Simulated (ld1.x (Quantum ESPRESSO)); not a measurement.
Before and after: TM potential for Pb

Pb (Z = 82), norm-conserving Troullier–Martins (Kleinman–Bylander form), made with ld1.x (Quantum ESPRESSO) 7.5 (PBEsol, scalar-relativistic). Core [Xe] 4f14 5d10, reference 6s2 6p2. Waves: 6p (bound): rc 2.60 bohr; 6d channel at 0.5 Ry: rc 2.55 bohr; 6s (bound): rc 1.85 bohr. Local part: the s channel. Core correction: a·sin(br)/r model core, default radius (core density twice the valence density).

Change: wave 6s (bound): rc 1.85 bohr becomes 6s (bound): rc 1.56 bohr.

Cutoffs: the cutoffs (Ry, on a coarse ladder) from which the occupation-weighted sum of valence levels, in a spherical-Bessel basis at the reference potential, stays within 10 and 1 mRy of its value at 400 Ry; they do not see the model core or the augmentation charge, which bear on the density cutoff. Errors are all-electron minus pseudo energies relative to the spin-unpolarised reference configuration.

Task: Predict the effect on cutoff, ghosts and configuration errors.

Result: The potential gets harder (21 Ry and 45 Ry → 50 Ry and 120 Ry); both files keep a bound ghost (d); of the 7 tests that both files solve, the error grows in 1 and shrinks in 0 by more than 15 % and 0.3 meV (median size 39.0 → 44.4 meV). A smaller radius makes the pseudo-wave follow the all-electron one further in, where it bends more sharply, so more plane waves are needed.

```csv
quantity,base,changed
"cutoff, loose",21 Ry,50 Ry
"cutoff, tight",45 Ry,120 Ry
loose cutoff by channel (10 mRy a level),"p 8 Ry, s 18 Ry","p 8 Ry, s 30 Ry"
bound ghosts,d,d
"error for 6s2 6p1, meV [ΔE 6.60 eV]",-18,-18
"error for 6s2 6p0, meV [ΔE 20.04 eV]",-128,-124
"error for 6s1 6p0, meV [ΔE 52.52 eV]",-647,-633
"error for 6s2 6p2.3, meV [ΔE -0.80 eV]",+0.1,0.0
"error for 6s1 6p3, meV [ΔE 8.77 eV]",-39,-44
"error for 6s2 6p1.5, meV [ΔE 2.50 eV]",-3.5,-3.5
"error for 6s0 6p4, meV [ΔE 17.91 eV]",-150,-182
s: phases at 2.86 bohr within 0.05 rad from the reference energy up to (Ry; the scan ends near 5),1.9,0.9
p: phases at 2.86 bohr within 0.05 rad from the reference energy up to (Ry; the scan ends near 5),2.8,3.2
d: phases at 2.86 bohr within 0.05 rad from the reference energy up to (Ry; the scan ends near 5),0.9,0.9
```

 A true bound ghost makes a file unfit for plane-wave use even where its test errors are small: the radial tests pick states by their node count and pass the ghost by.
